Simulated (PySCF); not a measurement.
UHF on Al (aluminium, neutral)

Configuration: [Ne] 3s2 3d1, 2D determinant (an excited configuration). Calculation: PySCF 2.14, in aug-cc-pwCVTZ; no relativity, point nucleus.

* Total energy: -241.717338 hartree
* One-electron energy: -334.9233 hartree
* Hartree (Coulomb) energy: 111.1743 hartree
* Exchange energy: -17.9683 hartree
* Kinetic energy: 241.78275 hartree
* ⟨S²⟩: 0.7503
* ⟨L²⟩: 6.001
* Sum of ⟨r⟩: 16.40 bohr
* Sum of ⟨r²⟩: 62.67 bohr²
* Traceless quadrupole moment −½Σ⟨3z² − r²⟩ along its main axis: 12.7 e·bohr²
* Density at the nucleus (Gaussians lack the cusp): 1380 bohr⁻³
* Spin density at the nucleus: -0.0604 bohr⁻³
* Langevin diamagnetic susceptibility: -49.6 ×10⁻⁶ cm³/mol

```json
{"shell": "1s β", "electrons": "1", "mean orbital energy (eV)": "-1595.8", "spread (eV)": "0", "rms radius, mean of both spins (bohr)": "0.139"}
{"shell": "1s α", "electrons": "1", "mean orbital energy (eV)": "-1595.8", "spread (eV)": "0", "rms radius, mean of both spins (bohr)": "0.139"}
{"shell": "2s β", "electrons": "1", "mean orbital energy (eV)": "-137.36", "spread (eV)": "0", "rms radius, mean of both spins (bohr)": "0.677"}
{"shell": "2s α", "electrons": "1", "mean orbital energy (eV)": "-137.35", "spread (eV)": "0", "rms radius, mean of both spins (bohr)": "0.677"}
{"shell": "2p β", "electrons": "3", "mean orbital energy (eV)": "-91.243", "spread (eV)": "0.010", "rms radius, mean of both spins (bohr)": "0.674"}
{"shell": "2p α", "electrons": "3", "mean orbital energy (eV)": "-91.240", "spread (eV)": "0.008", "rms radius, mean of both spins (bohr)": "0.674"}
{"shell": "3s α", "electrons": "1", "mean orbital energy (eV)": "-13.192", "spread (eV)": "0", "rms radius, mean of both spins (bohr)": "2.64"}
{"shell": "3s β", "electrons": "1", "mean orbital energy (eV)": "-13.112", "spread (eV)": "0", "rms radius, mean of both spins (bohr)": "2.64"}
{"shell": "3d α", "electrons": "1", "mean orbital energy (eV)": "-1.203", "spread (eV)": "0", "rms radius, mean of both spins (bohr)": "6.71"}
```

The outer electron is Rydberg-like, and this basis confines it to a smaller radius and binds it less than a complete one would.

Spin-orbit constants ζ (cm⁻¹) from the X2C one-electron operator on these orbitals (non-relativistic here): bare nucleus, nucleus screened by l(l+1)(2l+1)/3 electrons, and screened by the Breit-Pauli mean field of the electrons.

```json
{"shell": "2p", "bare": "2630", "screened nucleus": "2226", "mean field": "2041"}
{"shell": "3d", "bare": "0.7964", "screened nucleus": "0.1838", "mean field": "0.05180"}
```

To first order the Landé constant is A = 0.05180 cm⁻¹, so the lowest level has J = 3/2 and lies 9.63e-06 eV below the centre of the term.
